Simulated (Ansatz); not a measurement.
Li8⁺. Charge 1, multiplicity 2. Geometry PBE/def2-TZVP, basis def2-TZVP, Ansatz.

```xyz
8

Li   -0.2127   -1.1413    2.6926
Li   -0.5803    0.3835    0.3257
Li    1.0469    2.0361   -1.2030
Li    1.3109    1.7353    1.9641
Li    0.2475   -0.7088   -2.2373
Li   -2.3217    0.8238   -1.7750
Li    1.7613   -0.8514    0.3446
Li   -1.2518   -2.2772   -0.1117
```

```tsv
run	HOMO (eV)	LUMO (eV)
A	-6.35	-5.69
B	-6.44	-5.30
C	-6.17	-5.76
D	-7.70	-4.17
E	-6.63	-5.13
F	-6.84	-5.12
```

The structure comes from a short search, and lower isomers may exist.

HOMO and LUMO are taken over both spins.

Task: The runs used B97M-V, PBE, PBE0, r2SCAN, r2SCANh, ωB97M-V. Estimate which is which.

Result: A PBE (0 % exact exchange); B r2SCAN (0 % exact exchange); C B97M-V (0 % exact exchange); D ωB97M-V (range-separated); E r2SCANh (10 % exact exchange); F PBE0 (25 % exact exchange). Exact exchange lowers occupied and raises empty levels; among semilocal functionals meta-GGAs tend to open the gap a little, and such runs are hard to tell apart. The gap grows from 0.42 eV (B97M-V) to 3.53 eV (ωB97M-V).
